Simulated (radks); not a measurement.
Values are calculated unless marked as measured or tabulated.
Q: Species: Eu. Configuration: [Xe] 4f7 6s2 (the NIST ground configuration). Level of theory: Dirac Kohn-Sham, LDA (Slater exchange, VWN5 correlation), spin-unpolarised, spherical densities, point nucleus; open shells fill j = l - 1/2 first (a radial shooting solver on a logarithmic mesh with Libxc functionals). Some entries of the table are withheld. Estimate them.

orbital  occ.  eigenvalue (hartree)  <1/r> (bohr^-1)  <r^2> (bohr^2)
1s1/2       2             -1774.084            70.19       0.0006801
2s1/2       2             -291.2106            16.71             (1)
2p1/2       2             -276.3702              (2)        0.007730
2p3/2       4             -252.5830              (3)        0.008968
3s1/2       2             -64.04803            6.080         0.07123
3p1/2       2             -57.62704            5.998         0.06643
3p3/2       4             -52.78050            5.523         0.07359
3d3/2       4             -41.63227            5.402         0.05892
3d5/2       6             -40.57665            5.283         0.06092
4s1/2       2             -12.68867            2.540          0.3624
4p1/2       2             -10.20976            2.435          0.3823
4p3/2       4              -9.13453            2.272          0.4222
4d3/2       4              -5.04782            2.052          0.4889
4d5/2       6              -4.85503            2.011          0.5049
5s1/2       2              -1.64116           0.9658           2.150
5p1/2       2              -0.97497           0.8446           2.785
5p3/2       4              -0.83393           0.7852           3.168
6s1/2       2              -0.13814           0.2986           20.19
4f5/2       6              -0.11322            1.415           1.325
4f7/2       1              -0.09064            1.393           1.409
5d3/2       0              -0.06680           0.4195           13.21
5d5/2       0              -0.05997           0.4031           14.36
6p1/2       0              -0.05108           0.2196           37.10
6p3/2       0              -0.04344           0.2060           41.95

A: 
(1) 2s1/2 <r^2> (bohr^2): 0.01063
(2) 2p1/2 <1/r> (bohr^-1): 16.70
(3) 2p3/2 <1/r> (bohr^-1): 14.82
